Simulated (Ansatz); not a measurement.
Start from `[CH3][GeH]([Cl])[Cl]` and change one atom or group to get `[CH3][Ge]([NH2])([Cl])[Cl]`.

Ansatz, PBE0-D4/def2-TZVP geometries, multiplicity 1. Each molecule was computed in one conformer, which needn't be the lowest.

Scalar relativity is left out up to krypton.

| property | `[CH3][GeH]([Cl])[Cl]` |
| --- | --- |
| size of the dipole moment (PBE/def2-TZVPP) / D | 2.62 |
| LUMO energy (PBE/def2-TZVPP) / eV | -1.31 |
| LUMO energy (PBE0/def2-TZVPP) / eV | -0.31 |
| zero-point energy (PBE0-D4/def2-TZVP) / kJ/mol | 124.9 |
| HOMO–LUMO gap (PBE/def2-TZVPP) / eV | 6.07 |
| size of the dipole moment (B3LYP/def2-TZVPP) / D | 2.69 |

Task: What does the change do to each property? (Best estimate.)

Result: Ansatz gave: 
```
                                        property  `[CH3][Ge]([NH2])([Cl])[Cl]`  shift
  size of the dipole moment (PBE/def2-TZVPP) / D                          3.54   0.92
               LUMO energy (PBE/def2-TZVPP) / eV                         -1.13   0.18
              LUMO energy (PBE0/def2-TZVPP) / eV                         -0.11   0.20
  zero-point energy (PBE0-D4/def2-TZVP) / kJ/mol                         171.0   46.1
             HOMO–LUMO gap (PBE/def2-TZVPP) / eV                          5.32  -0.75
size of the dipole moment (B3LYP/def2-TZVPP) / D                          3.62   0.93
```

With PBE0 the HOMO rises by 0.81 eV and the LUMO rises by 0.20 eV, so the gap narrows by about 0.61 eV. PBE moves the HOMO by 0.94 eV and ωB97M-V by 0.68 eV. The zero-point energy changes by 46.1 kJ/mol with +6 modes. Dipoles are sizes alone; their direction can turn.

B3LYP here is the variant with VWN-RPA as its local correlation; programs differ in this.
